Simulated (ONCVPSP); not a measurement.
# What the settings do to the ONCV potential of iodine (I)

Base potential:

ONCVPSP 4.0.1 input, shortened (lines: element, Z, core and valence counts, functional; n l f; lmax; l rc ep ncon nbas qcut; lloc lpopt rc5 dvloc0; l nproj debl; icmod fcfact rcfact), LDA (Perdew-Wang 92), scalar-relativistic:

```
  I 53.00    6    5  -001012      upf
    1    0    2.00
    2    0    2.00
    2    1    6.00
    3    0    2.00
    3    1    6.00
    3    2   10.00
    4    0    2.00
    4    1    6.00
    4    2   10.00
    5    0    2.00
    5    1    5.00
    2
    0    1.40    0.00    4    8    9.40
    1    1.55    0.00    4    7    8.20
    2    1.05    0.00    3    7   13.20
    4    5    0.75    0.00
    0    2    1.50
    1    2    3.00
    2    2    3.10
    3    3.50    1.40
```

Cutoffs, loose and tight: the cutoffs (Ha) at which the residual kinetic energy of the hardest occupied pseudo-wave falls to 1 and 0.1 mHa per electron. They do not see the model core or the augmentation charge, which bear on the density cutoff. Test errors are all-electron minus pseudo excitation energies from the reference, over the configurations 4s2 4p6 4d10 5s2 5p4; 4s2 4p6 4d10 5s2 5p3; 4s2 4p6 4d10 5s2 5p2; 4s2 4p5 4d10 5s2 5p5. A dash means not determined; rows that change the core or the reference have their own tests.

1 further variants are left out, since the program set their typed debl aside.

A true bound ghost makes a file unfit for plane-wave use even where its test errors are small: the radial tests pick states by their node count and pass the ghost by.

```csv
change,outcome,"cutoff, loose","cutoff, tight",bound ghosts,GHOST(+) flags above zero,largest test error (meV)
base,generated,58 Ha,68 Ha,none,s,-110
s: rc 2.06,generated,58 Ha,68 Ha,none,s,-51
"core correction Teter function, fcfact 7.9, rcfact 1.4",generated,58 Ha,68 Ha,none,s,-114
s: qcut 7.9; p: qcut 6.9; d: qcut 11.1,generated,52 Ha,60 Ha,p,s,-16
s: qcut 5.3,generated,58 Ha,111 Ha,none,s,-92
s: nproj 3,generated,58 Ha,68 Ha,none,s,-116
```
